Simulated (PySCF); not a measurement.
## Continuum solvent and chemical shifts

Atoms are numbered as in `[CH3:1]/[N:2]=[CH:3]/[B:4]1[O:5][BH:6][O:7][BH:8][O:9]1` (H(Xn): hydrogen on atom n).

GIAO PBE0/pcSseg-1 in PySCF 2.14 on one PBE0-D3(BJ)/def2-SVP conformer, non-relativistic, equivalent nuclei averaged. Solvents enter as an IEF-PCM continuum (chloroform with ε = 4.7, acetone with ε = 20.5) around the gas-phase geometry. Shifts are referred to TMS, BF3·OEt2 computed in the same medium.

Gas phase, δ in ppm: C3 173.8, C1 57.9, B6/B8 27.2, B4 22.4, H(C3) 8.14, H(B6)/H(B8) 4.68, H(C1) 3.90. Dipole moment 1.74 D.

Problem. How does each δ change in the continuum?

Solution. 
| atoms | environment | Δδ, chloroform | Δδ, acetone |
| --- | --- | --- | --- |
| C3 | C=N carbon | +2.5 | +3.6 |
| C1 | methyl carbon bonded to N | +0.5 | +0.6 |
| B6/B8 | boron bonded to 2 O, H, in a 6-membered ring | +0.4 | +0.4 |
| B4 | boron bonded to C, 2 O, in a 6-membered ring | +0.4 | +0.5 |
| H(C3) | hydrogen on a C=N carbon | +0.10 | +0.15 |
| H(B6)/H(B8) | hydrogen on a boron bonded to 2 O, in a 6-membered ring | -0.03 | -0.04 |
| H(C1) | hydrogen on a methyl carbon bonded to N | +0.06 | +0.08 |

Changes are relative to the gas phase. The dipole moment becomes 2.10 D in chloroform, 2.24 D in acetone.

Problem. Which of the listed nuclei move most (in ppm), and what does the model miss? (N and O are left out, as their reference compounds move with the solvent too.)

Solution. C3 (C=N carbon, +3.6 ppm) in acetone. A continuum only polarises the solute; specific hydrogen bonds, the anisotropy of aromatic solvents and changes of geometry or conformer are outside it.
